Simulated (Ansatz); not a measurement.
`FB(F)F` + H₂Se → `FB(F)[SeH]` + H–F at 500 K and 1 bar (ligand exchange at a B–F bond).

Computed with Ansatz on PBE0-D4/def2-TZVP structures; ΔE is electronic, products minus reactants. CBS: MP2 limit from def2 TZ/QZ plus the TZ coupled-cluster correction, frozen cores. This one scheme is used for every species. For Se outer-core shells are correlated without core-valence functions, which leaves a few kJ/mol of doubt a bond. Scalar relativity is left out up to krypton. Each species was taken in one conformer, which may not be the lowest.

```csv
species,CCSD(T)/CBS energy (Eh),H − E (kJ/mol),S (J/(mol·K))
`FB(F)F`,-324.35731,56.2,283.8
H₂Se,-2401.89790,53.1,237.8
`FB(F)[SeH]`,-2625.82827,77.1,340.4
H–F,-100.39570,39.4,188.7
```

H − E and S are ideal-gas, rigid-rotor, harmonic terms from PBE0-D4/def2-TZVP, for one conformer and one mirror image of each species. 1 Eh = 2625.50 kJ/mol, R = 8.31446 J/(mol·K).

Q: By hand: ΔE, ΔH, ΔS and ΔG.

A: ΔE = (-2625.82827) + (-100.39570) − (-324.35731) − (-2401.89790) = 0.03124 Eh = 82.0 kJ/mol. Δ(H − E) = 77.1 + 39.4 − 56.2 − 53.1 = 7.2, so ΔH = 89.2 kJ/mol. ΔS = 340.4 + 188.7 − 283.8 − 237.8 = 7.5 J/(mol·K). ΔG = 89.2 − 500 × (7.5)/1000 = 85.5 kJ/mol.

Q: By hand: the equilibrium constant, and the temperature at which ΔG would vanish if ΔH and ΔS stayed fixed.

A: log₁₀ K = −ΔG/(RT ln 10) = -8.9. ΔG = 0 at ΔH/ΔS = 11893 K, far beyond where these terms or the molecules hold.

The number of gas molecules stays the same, so ΔS is small and ΔH decides. A doubt of 5 kJ/mol in ΔE shifts log₁₀ K by 0.5 here. Other conformers and mirror images would add mixing entropy, several J/(mol·K) or more a flexible species. These are equilibria of isolated gas molecules and say nothing of rates. Largest T1 diagnostic: 0.012 (customary marks: 0.02 for closed shells, 0.045 for open ones).
